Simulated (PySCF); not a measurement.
Ta(S)(Cl)(NH2)2 (ClH₄N₂STa), SMILES [NH2][Ta]([NH2])(=[S])[Cl], multiplicity 1. Geometry: B3LYP-D3(BJ)/def2-SVP. The multiplicity is an assumed one; no other spin state was optimised. The structure was generated by enumeration; whether it is a known compound was not checked. The def2 effective core potentials stand for the cores of Ta; spin–orbit coupling is left out. The values are those of a single conformer.

Level of theory: B3LYP-D3(BJ)/def2-SVP (PySCF 2.14.0).

Harmonic wavenumbers (cm⁻¹): 115, 132, 167, 167, 193, 211, 356, 391, 499, 519, 535, 554, 605, 677, 686, 1503, 1506, 3523, 3526, 3619, 3620. Rotational constants (GHz): 2.192, 1.497, 1.315; symmetry number 1.

Problem. Work out the zero-point energy and the ideal-gas rigid-rotor harmonic-oscillator thermochemistry at 298.15 K and 1 atm.

Solution. ZPE = ½ Σ hcν = ½ × 23102 cm⁻¹ = 33.03 kcal/mol. H − E(el) = 38.93 kcal/mol. Entropy in cal/(mol K): translation 42.79, rotation 28.70, vibration 20.93, total 92.43. G − E(el) = 11.37 kcal/mol. Cp = 29.97 cal/(mol K). Modes under 150 cm⁻¹ make the vibrational entropy uncertain.
